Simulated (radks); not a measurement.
Problem. Sn I, 50 electrons, occupied as [Kr] 4d8 5p6 (not the ground configuration). All-electron calculation, Dirac Kohn-Sham, BLYP, spin-unpolarised, spherical densities, finite nucleus; open shells fill j = l - 1/2 first; Fermi nuclear charge, rms radius 4.6519 fm. Program: a radial shooting solver on a logarithmic mesh with Libxc functionals. Some entries of the table are withheld. Estimate them.

orbital,occ.,eigenvalue (Ry),<1/r> (bohr^-1),r(max) (bohr)
1s1/2,2,(1),53.09,0.01877
2s1/2,2,-323.0417,12.31,0.1062
2p1/2,2,-301.8704,12.29,0.08178
2p3/2,4,-284.9126,11.45,0.08631
3s1/2,2,-63.39332,4.351,0.3077
3p1/2,2,-54.79435,4.261,(2)
3p3/2,4,-51.69618,4.053,(3)
3d3/2,4,-36.49439,3.900,0.2492
3d5/2,6,-35.85441,3.847,0.2521
4s1/2,2,-11.00613,1.725,0.7429
4p1/2,2,-8.11488,1.614,(4)
4p3/2,4,-7.53728,1.549,(5)
4d3/2,4,-2.94794,1.290,0.8639
4d5/2,4,-2.86241,1.273,0.8725
5p1/2,2,(6),0.5008,2.155
5p3/2,4,(7),0.4778,2.240

Solution. 
(1) 1s1/2 eigenvalue (Ry): -2132.620
(2) 3p1/2 r(max) (bohr): 0.2940
(3) 3p3/2 r(max) (bohr): 0.3043
(4) 4p1/2 r(max) (bohr): 0.7673
(5) 4p3/2 r(max) (bohr): 0.7911
(6) 5p1/2 eigenvalue (Ry): -0.52694
(7) 5p3/2 eigenvalue (Ry): -0.47071
